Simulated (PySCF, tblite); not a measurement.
Calculations on `OCC1=C[C]=CS1` [radical], in the order of a workflow; each names the level of the geometry that it ran on. Settings lines and outputs come from a driver script.

C5H5OS (doublet state).
Bonds: O1–C2, C2–C3, C3–C4 (aromatic), C4–C5 (aromatic), C5–C6 (aromatic), C6–S7 (aromatic), C3–S7 (aromatic). Hydrogens: H8 on O1; H9, H10 on C2; H11 on C4; H12 on C6.

Step 1: GFN2-xTB geometry optimisation, gas phase (tblite 0.8.0) (from a force-field or distance-geometry start)
```json
{"job": {"kind": "relax", "xc": "GFN2-xTB", "basis": "xTB"}, "charge": 0, "multiplicity": 2}
```
```
step      E/eV     max force
  0    -554.95371    6.146
  1    -555.46024    3.054
  2    -555.61582    1.612
...
 40    -555.98742    0.014
 41    -555.98744    0.011
 42    -555.98746    0.013
 43    -555.98748    0.013
 44    -555.98750    0.009
```

Energy lowered by 23.8 kcal/mol over 44 steps; largest atomic force 0.009 eV/Å at the end. «max force» is the largest atomic force in eV/Å.

Step 2: GFN2-xTB harmonic vibrations, gas phase (tblite 0.8.0) (on the GFN2-xTB geometry)
```json
{"job": {"kind": "ir", "xc": "GFN2-xTB", "basis": "xTB"}, "charge": 0, "multiplicity": 2}
```
```
(table of modes left out)
```

30 modes from 19 to 3533 cm⁻¹ (unscaled, harmonic); zero-point energy 52.6 kcal/mol; all wavenumbers are real at this level.

Step 3: UKS B3LYP, pcH-1 on C H O S, non-relativistic, mean-field spin-orbit, GIAO (PySCF 2.14.0) (on the GFN2-xTB geometry)
```json
{"job": {"kind": "epr", "basis": "pcH-1"}, "charge": 0, "multiplicity": 2}
```
```
...
E = -666.86188539 Eh   <S^2> = 0.7573 (exact 0.7500)
g shifts (ppm)      1          2          3
  rmc          -173       -173       -173
  gc             21        -25         10
  oz_so       -2640       -834         49
  total       -2792      -1032       -115
hyperfine (MHz)  atom isotope    a_iso     a_fc   dipolar eigenvalues
    0   17O      -0.49      -0.48     -1.31      0.50      0.81
    1   13C       0.96       0.97     -1.28     -1.05      2.33
    2   13C      59.75      59.77     -4.29     -0.58      4.86
    3   13C      39.80      39.76    -10.24     -3.15     13.39
    4   13C     412.46     412.92    -76.93    -60.82    137.75
    5   13C      52.94      52.98    -14.46     -2.09     16.55
    6   33S       5.83       5.80    -12.90    -11.68     24.58
    7    1H      -0.27      -0.27     -1.03     -0.58      1.61
    8    1H       0.96       0.96     -1.47     -0.86      2.32
    9    1H       8.41       8.41     -1.55     -0.20      1.74
   10    1H      20.17      20.18     -6.29     -5.10     11.38
   11    1H      36.72      36.74     -5.41     -4.47      9.88
```

⟨S²⟩ 0.757; g_iso 2.0010. rmc, gc and oz_so are the mass-correction, gauge-correction and orbital-Zeeman/spin–orbit parts of the g shift along its three principal axes; a_iso is the isotropic hyperfine coupling and a_fc its Fermi-contact part. The log counts atoms from 0, this text from 1.

Task: Which step took the most CPU time, and about what did each take on Arm Neoverse V1, one thread, no GPU, on a shared host?

Result: Step 3, about 99 % of the total. CPU time by step: 1: 0.22 s, 2: 0.3 s, 3: 54 s.

Geometry of the electronic-property runs (GFN2-xTB):
```
atom  x, y, z in Å
O1    -2.194    0.458   -0.575
C2    -1.577   -0.207    0.503
C3    -0.084   -0.131    0.452
C4     0.778   -0.972   -0.190
C5     2.095   -0.526   -0.043
C6     2.304    0.581    0.655
S7     0.751    1.196    1.216
H8    -1.914    1.381   -0.576
H9    -1.899   -1.249    0.424
H10   -1.929    0.204    1.461
H11    0.475   -1.849   -0.730
H12    3.195    1.115    0.907
```

 (This holds for the electronic-property runs.)

One conformer stands for the species.
